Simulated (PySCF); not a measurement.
PySCF input (HF/def2-TZVPD):

```python
from pyscf import gto, scf, dft

mol = gto.M(
    atom='''
    I    -0.00000000   -0.00000000   -0.03033808
    H     0.00000000    0.00000000    1.60791815
    ''',
    basis='def2-tzvpd',
    ecp='def2-tzvp',
    charge=1,
    spin=1,
    symmetry='C2v',
    verbose=4,
)

mf = scf.UHF(mol).density_fit(auxbasis='def2-universal-jkfit')
mf.conv_tol = 1e-9
mf.max_cycle = 100
mf.max_memory = 1500
mf.kernel()
if not mf.converged:
    mf = mf.newton()
    mf.kernel(mf.make_rdm1())
mf.analyze()
```

End of the output:

```
Extra cycle  E= -296.88907699112  delta_E= -3.87e-12  |g|= 9.2e-07  |ddm|= 3.11e-06
converged SCF energy = -296.88907699112  <S^2> = 0.76153286  2S+1 = 2.0114998
**** SCF Summaries ****
Total Energy =                        -296.889076991119566
Nuclear Repulsion Energy =               8.075312048714139
One-electron Energy =                 -525.701930846632990
Two-electron Energy =                  220.737541806799271
Two-electron Coulomb Energy =          242.006817832452811
DFT Exchange-Correlation Energy =      -21.269276025653539
HOMO-LUMO gap [eV] =                     9.481595226240875
Wave-function symmetry = B2
alpha occupancy for each irrep:     A1   A2   B1   B2
                                     6    1    3    3
beta  occupancy for each irrep:     A1   A2   B1   B2
                                     6    1    3    2
**** MO energy ****
alpha MO #1 (A1 #1), energy= -8.09082891147568 occ= 1
alpha MO #2 (B2 #1), energy= -5.95124652278641 occ= 1
alpha MO #3 (A1 #2), energy= -5.93661969152639 occ= 1
alpha MO #4 (B1 #1), energy= -5.92707095870074 occ= 1
alpha MO #5 (A1 #3), energy= -2.643424754576 occ= 1
alpha MO #6 (B2 #2), energy= -2.64119193102863 occ= 1
alpha MO #7 (A2 #1), energy= -2.63078526512687 occ= 1
alpha MO #8 (B1 #2), energy= -2.62181536682271 occ= 1
alpha MO #9 (A1 #4), energy= -2.62100833400971 occ= 1
alpha MO #10 (A1 #5), energy= -1.25567723584029 occ= 1
alpha MO #11 (A1 #6), energy= -0.820072305864622 occ= 1
alpha MO #12 (B2 #3), energy= -0.752111707182463 occ= 1
alpha MO #13 (B1 #3), energy= -0.690852905998614 occ= 1
alpha MO #14 (A1 #7), energy= -0.170082301561488 occ= 0
alpha MO #15 (A1 #8), energy= -0.0968708354503249 occ= 0
alpha MO #16 (A1 #9), energy= -0.0794730359323168 occ= 0
alpha MO #17 (B2 #4), energy= -0.0787899136212955 occ= 0
alpha MO #18 (B1 #4), energy= -0.0726694485264074 occ= 0
alpha MO #19 (B2 #5), energy= -0.05269129275508 occ= 0
alpha MO #20 (B1 #5), energy= -0.0384784061971502 occ= 0
alpha MO #21 (A2 #2), energy= -0.0366224958904078 occ= 0
alpha MO #22 (A1 #10), energy= -0.0349234557314659 occ= 0
alpha MO #23 (A1 #11), energy= 0.0474972659009687 occ= 0
alpha MO #24 (A1 #12), energy= 0.0744106740241683 occ= 0
alpha MO #25 (B2 #6), energy= 0.109198677958304 occ= 0
alpha MO #26 (B1 #6), energy= 0.121086752780715 occ= 0
alpha MO #27 (B2 #7), energy= 0.131162634411379 occ= 0
alpha MO #28 (B1 #7), energy= 0.146398207985177 occ= 0
alpha MO #29 (A1 #13), energy= 0.181165119884293 occ= 0
alpha MO #30 (A1 #14), energy= 0.215828746510326 occ= 0
alpha MO #31 (B2 #8), energy= 0.216399659627116 occ= 0
alpha MO #32 (A2 #3), energy= 0.219279157301951 occ= 0
alpha MO #33 (B1 #8), energy= 0.238994220744217 occ= 0
alpha MO #34 (A1 #15), energy= 0.251361321556663 occ= 0
alpha MO #35 (A1 #16), energy= 0.433329538949716 occ= 0
alpha MO #36 (A1 #17), energy= 0.623568971615427 occ= 0
alpha MO #37 (B2 #9), energy= 0.765633841747669 occ= 0
alpha MO #38 (B1 #9), energy= 0.777601361556833 occ= 0
alpha MO #39 (A1 #18), energy= 0.7806227425265 occ= 0
alpha MO #40 (A2 #4), energy= 0.781546347482012 occ= 0
alpha MO #41 (B2 #10), energy= 0.789325654073008 occ= 0
alpha MO #42 (B1 #10), energy= 0.809978149788286 occ= 0
alpha MO #43 (A1 #19), energy= 0.924850317412487 occ= 0
alpha MO #44 (B2 #11), energy= 1.11482313768748 occ= 0
alpha MO #45 (B1 #11), energy= 1.15230258112159 occ= 0
alpha MO #46 (A1 #20), energy= 1.24513059920089 occ= 0
alpha MO #47 (A1 #21), energy= 1.41004584637079 occ= 0
alpha MO #48 (B2 #12), energy= 1.42922298793093 occ= 0
alpha MO #49 (A2 #5), energy= 1.44034500181557 occ= 0
alpha MO #50 (A1 #22), energy= 1.44829419966278 occ= 0
alpha MO #51 (B1 #12), energy= 1.46026053584899 occ= 0
alpha MO #52 (B2 #13), energy= 1.6735781597314 occ= 0
alpha MO #53 (B1 #13), energy= 1.68323398846109 occ= 0
alpha MO #54 (A1 #23), energy= 2.23616800342989 occ= 0
alpha MO #55 (A1 #24), energy= 2.7539047615883 occ= 0
alpha MO #56 (A1 #25), energy= 3.13161869926595 occ= 0
alpha MO #57 (A2 #6), energy= 3.13198209290127 occ= 0
alpha MO #58 (B2 #14), energy= 3.13425741251475 occ= 0
alpha MO #59 (B1 #14), energy= 3.13444344780477 occ= 0
alpha MO #60 (B2 #15), energy= 3.18917590978129 occ= 0
alpha MO #61 (B1 #15), energy= 3.20962794112462 occ= 0
alpha MO #62 (A1 #26), energy= 3.41669619438866 occ= 0
alpha MO #63 (A1 #27), energy= 4.53174418904712 occ= 0
alpha MO #64 (B2 #16), energy= 34.8680735582483 occ= 0
alpha MO #65 (B1 #16), energy= 34.8808374630049 occ= 0
alpha MO #66 (A1 #28), energy= 34.9511526220316 occ= 0
alpha MO #67 (A1 #29), energy= 43.2574490720759 occ= 0
alpha MO #68 (A1 #30), energy= 118.364501599211 occ= 0
beta  MO #1 (A1 #1), energy= -8.08208451914324 occ= 1
beta  MO #2 (A1 #2), energy= -5.93487958017659 occ= 1
beta  MO #3 (B2 #1), energy= -5.92841336591857 occ= 1
beta  MO #4 (B1 #1), energy= -5.92572361282446 occ= 1
beta  MO #5 (A1 #3), energy= -2.6327969467277 occ= 1
beta  MO #6 (B2 #2), energy= -2.63113779170272 occ= 1
beta  MO #7 (B1 #2), energy= -2.62105066207035 occ= 1
beta  MO #8 (A2 #1), energy= -2.62098756248402 occ= 1
beta  MO #9 (A1 #4), energy= -2.61817661761498 occ= 1
beta  MO #10 (A1 #5), energy= -1.16906000980142 occ= 1
beta  MO #11 (A1 #6), energy= -0.808525211790545 occ= 1
beta  MO #12 (B1 #3), energy= -0.67130685826891 occ= 1
beta  MO #13 (B2 #3), energy= -0.322864657666852 occ= 0
beta  MO #14 (A1 #7), energy= -0.159702650300621 occ= 0
beta  MO #15 (A1 #8), energy= -0.0892636160764289 occ= 0
beta  MO #16 (A1 #9), energy= -0.0784987188223187 occ= 0
beta  MO #17 (B1 #4), energy= -0.0721971694827985 occ= 0
beta  MO #18 (B2 #4), energy= -0.0713688780369779 occ= 0
beta  MO #19 (B1 #5), energy= -0.0374191654469858 occ= 0
beta  MO #20 (B2 #5), energy= -0.0327569311417673 occ= 0
beta  MO #21 (A2 #2), energy= -0.0183690521455988 occ= 0
beta  MO #22 (A1 #10), energy= -0.0180790572628133 occ= 0
beta  MO #23 (A1 #11), energy= 0.0506145206568185 occ= 0
beta  MO #24 (A1 #12), energy= 0.0768203912960495 occ= 0
beta  MO #25 (B1 #6), energy= 0.122195497647232 occ= 0
beta  MO #26 (B2 #6), energy= 0.123835285462367 occ= 0
beta  MO #27 (B1 #7), energy= 0.148372804934565 occ= 0
beta  MO #28 (B2 #7), energy= 0.151440651325417 occ= 0
beta  MO #29 (A1 #13), energy= 0.184928202458066 occ= 0
beta  MO #30 (B1 #8), energy= 0.242063589155601 occ= 0
beta  MO #31 (B2 #8), energy= 0.254097085836045 occ= 0
beta  MO #32 (A1 #14), energy= 0.254351625190933 occ= 0
beta  MO #33 (A2 #3), energy= 0.259166768262029 occ= 0
beta  MO #34 (A1 #15), energy= 0.262949129743106 occ= 0
[...]
```
